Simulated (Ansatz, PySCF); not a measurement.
C2H7FSn, SMILES [CH3][SnH]([CH3])[F].

The structure is a stationary point at B3LYP-D3(BJ)/def2-SVP. The def2 effective core potentials stand for the cores of Sn; spin–orbit coupling is left out.

Vertical ionisation energy (IE) and electron affinity (EA) in eV. Rows of orbital energies are one-electron estimates. Where ΔSCF, EOM or ADC give a negative EA the extra electron is unbound and the value depends on the basis.

| level | IE | EA |
|---|---|---|
| −ε(HOMO), −ε(LUMO), r2SCAN/def2-TZVP (PySCF) | ___ | ___ |
| −ε(HOMO), −ε(LUMO), PBE/def2-TZVP (PySCF) | 7.00 | 0.93 |
| ΔSCF, CAM-B3LYP/def2-SVPD (Ansatz), final states of multiplicity 2 and 2 | 10.50 | -1.33 |
| ΔSCF, PBE/def2-SVPD (Ansatz), final states of multiplicity 2 and 2 | 10.00 | -1.06 |

Question: Some entries are withheld; supply them. (The exact figures need the calculation; the answer reports its results.)

Answer: 
- −ε(HOMO), −ε(LUMO), r2SCAN/def2-TZVP (PySCF), IE: 7.28
- −ε(HOMO), −ε(LUMO), r2SCAN/def2-TZVP (PySCF), EA: 0.56

Question: What vertical singlet–triplet gap does ΔSCF give with CAM-B3LYP/def2-SVPD (Ansatz, an electronic-structure program) and with PBE/def2-SVPD (Ansatz)? (An estimate is asked for; the answer gives what the named calculation found.)

Answer: 6.65 and 5.96 eV (triplet above singlet where positive).
